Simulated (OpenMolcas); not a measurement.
An atom or ion with 4 electrons was computed by MS-RASPT2, IPEA 0.25 Eh, imaginary shift 0.1 Eh with spin-orbit coupling (OpenMolcas, ANO-RCC-VQZP, DKH2). The lowest levels that the run gave, each within 12 % of the measured value where one is at hand:

| J | Parity | E (cm-1) | g |
| --- | --- | --- | --- |
| 0 | even | 0.0 |  |
| 0 | odd | 67169 |  |
| 1 | odd | 67237 | 1.501 |
| 2 | odd | 67374 | 1.501 |
| 1 | odd | 131294 | 1.000 |
| 0 | even | 175639 |  |
| 1 | even | 175707 | 1.501 |
| 2 | even | 175843 | 1.501 |
| 2 | even | 189310 | 1.000 |
| 0 | even | 236386 |  |

Which ion is it, and what are the configurations and terms?

N3+ (Z = 7, charge +3; active space 2 electrons in 9 orbitals (RAS2 2s 2p; RAS3 3d, at most 2 electrons)). J, parity and g give the terms where levels are pure, and mixed ones are named by the computed weights; the size of the splittings, set against known spectra of the 4-electron sequence, gives the charge. In order, with the measured energies in cm-1 (Moore, Selected Tables of Atomic Spectra, NSRDS-NBS 3, section 4): 2s2 1S0, 2s 2p 3P* 0 (67209), 2s 2p 3P* 1 (67272), 2s 2p 3P* 2 (67416), 2s 2p 1P* 1 (130694), 2p2 3P0 (175535), 2p2 3P1 (175608), 2p2 3P2 (175733), 2p2 1D2 (188882), 2p2 1S0 (235369).

Active for correlation alone: 3d; no level in the range computed is led by a configuration that fills it, so any true level of that kind is missing. Measured partners are found by configuration, term and J. A level has none where our copy of the source lacks it or the pairing is in doubt (some pairs that miss far off the trend of their configuration count as doubtful), and it then counts in no deviation. Levels of configurations outside the active space are missing.

* marks odd parity.
